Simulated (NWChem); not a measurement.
System: C₂H₇FOSi; SMILES C([SiH2]F)CO

NWChem printed, in part:

```
             Northwest Computational Chemistry Package (NWChem) 7.3.0
             --------------------------------------------------------

                             Geometry "geometry" -> ""
                             -------------------------

 Output coordinates in angstroms (scale by  1.889725989 to convert to a.u.)

  No.       Tag          Charge          X              Y              Z
 ---- ---------------- ---------- -------------- -------------- --------------
    1 O                    8.0000     0.77661400    -2.00377200     0.10163100
    2 C                    6.0000    -0.55596800    -1.71605600    -0.26238600
    3 C                    6.0000    -0.97575100    -0.33211800     0.21308000
    4 Si                  14.0000     0.41809900     0.89523200    -0.08857200
    5 F                    9.0000    -0.22195100     2.39643800    -0.01216100
    6 H                    1.0000     0.81556700    -2.09617600     1.06006700
    7 H                    1.0000    -0.57797200    -1.75412100    -1.36310300
    8 H                    1.0000    -1.25232900    -2.49939500     0.09397700
    9 H                    1.0000    -1.88408900     0.01478500    -0.30822900
   10 H                    1.0000    -1.22017100    -0.33500900     1.29045900
   11 H                    1.0000     0.99137800     0.72525700    -1.45244500
   12 H                    1.0000     1.47680300     0.84097700     0.95687600

 Effective nuclear repulsion energy (a.u.)     241.7924831599

                              NWChem Property Module
                              ----------------------

  itol2e modified to match energy
  convergence criterion.

                                 NWChem DFT Module
                                 -----------------

 Summary of "ao basis" -> "ao basis" (spherical)
 ------------------------------------------------------------------------------
       Tag                 Description            Shells   Functions and Types
 ---------------- ------------------------------  ------  ---------------------
 O                          6-311g**                 8       18   4s3p1d
 C                          6-311g**                 8       18   4s3p1d
 Si                         6-311g**                12       26   6s5p1d
 F                          6-311g**                 8       18   4s3p1d
 H                          6-311g**                 4        6   3s1p

  itol2e modified to match energy
  convergence criterion.

[...]

          -----------------------------------------
          Chemical Shielding Tensors (GIAO, in ppm)
          -----------------------------------------

                                NWChem CPHF Module
                                ------------------

  scftype          =     RHF
  nclosed          =       25
  nopen            =        0
  variables        =     2875
  # of vectors     =        3
  tolerance        = 0.10D-03
  level shift      = 0.00D+00
  max iterations   =       50
  max subspace     =       30

 SCF residual:    1.0484805566144586E-005

Iterative solution of linear equations
  No. of variables     2875
  No. of equations        3
  Maximum subspace       30
        Iterations       50
       Convergence  1.0D-04

   iter   nsub   residual    time
   ----  ------  --------  ---------
     1      3    2.91D-01     170.3
     2      6    1.29D-02     189.1
     3      9    9.28D-04     208.3
     4     12    3.73D-05     226.8

      Atom:    1  O
        Diamagnetic
    391.9913     -3.9498      9.8375
     -3.9498    370.5991     -4.2835
      9.8375     -4.2835    388.9155

        Paramagnetic
   -127.5315     -5.1669     -9.4635
     -5.1669    -94.6511      5.2253
     -9.4635      5.2253   -101.5515

        Total Shielding Tensor
    264.4599     -9.1167      0.3740
     -9.1167    275.9480      0.9418
      0.3740      0.9418    287.3639

           isotropic =     275.9239
          anisotropy =      17.2889

          Principal Components and Axis System
                 1           2           3
              287.4498    280.9153    259.4066

      1        -0.0235     -0.4840      0.8748
      2         0.1001      0.8695      0.4837
      3         0.9947     -0.0989     -0.0280

      Atom:    2  C
        Diamagnetic
    248.4538     -4.7914      1.4718
     -4.7914    251.0829      3.3719
      1.4718      3.3719    238.7217

        Paramagnetic
    -95.8570     -7.7209     19.0356
     -7.7209   -140.4164     -1.0519
     19.0356     -1.0519   -144.1104

        Total Shielding Tensor
    152.5968    -12.5123     20.5074
    -12.5123    110.6665      2.3199
     20.5074      2.3199     94.6113

           isotropic =     119.2915
          anisotropy =      63.4808

          Principal Components and Axis System
                 1           2           3
              161.6121    109.7757     86.4868

      1         0.9355      0.1251     -0.3305
      2        -0.2171      0.9414     -0.2581
      3         0.2788      0.3132      0.9078

      Atom:    3  C
        Diamagnetic
    248.1958      0.0878     -1.3776
      0.0878    258.8732      2.0385
     -1.3776      2.0385    243.1348

        Paramagnetic
    -83.6548     -9.5999      4.3593
     -9.5999    -76.0778      5.1985
      4.3593      5.1985   -108.8258

        Total Shielding Tensor
    164.5410     -9.5122      2.9817
     -9.5122    182.7954      7.2371
      2.9817      7.2371    134.3091

           isotropic =     160.5485
          anisotropy =      40.3231

          Principal Components and Axis System
                 1           2           3
              187.4306    161.5798    132.6351

      1        -0.3699      0.9183     -0.1411
      2         0.9231      0.3461     -0.1675
      3         0.1050      0.1923      0.9757

      Atom:    4  Si
        Diamagnetic
    876.7019     -0.0757     -0.7343
     -0.0757    884.9294     -0.2264
     -0.7343     -0.2264    872.9524

        Paramagnetic
   -547.4979    -12.9514    -10.3083
    -12.9514   -495.1239      0.6920
    -10.3083      0.6920   -596.8867

[...]
```

Level: B3LYP/6-311G** (spherical d), GIAO. Geometry: optimised at PBE0/def2-SVP. No frequency run checked for a minimum. The printed shielding anisotropy is the first printed principal value minus the mean of the other two.

Task: Which NWChem input produces such a log?

Result: This is not unique; one that fits is the input that was run:
```
start job
memory heap 200 mb stack 900 mb global 1100 mb
geometry units angstroms noautosym nocenter noautoz
  O      0.776614    -2.003772     0.101631
  C     -0.555968    -1.716056    -0.262386
  C     -0.975751    -0.332118     0.213080
  Si     0.418099     0.895232    -0.088572
  F     -0.221951     2.396438    -0.012161
  H      0.815567    -2.096176     1.060067
  H     -0.577972    -1.754121    -1.363103
  H     -1.252329    -2.499395     0.093977
  H     -1.884089     0.014785    -0.308229
  H     -1.220171    -0.335009     1.290459
  H      0.991378     0.725257    -1.452445
  H      1.476803     0.840977     0.956876
end
basis spherical
  * library 6-311g**
end
dft
  xc b3lyp
  iterations 150
end
property
  shielding
end
task dft property
```
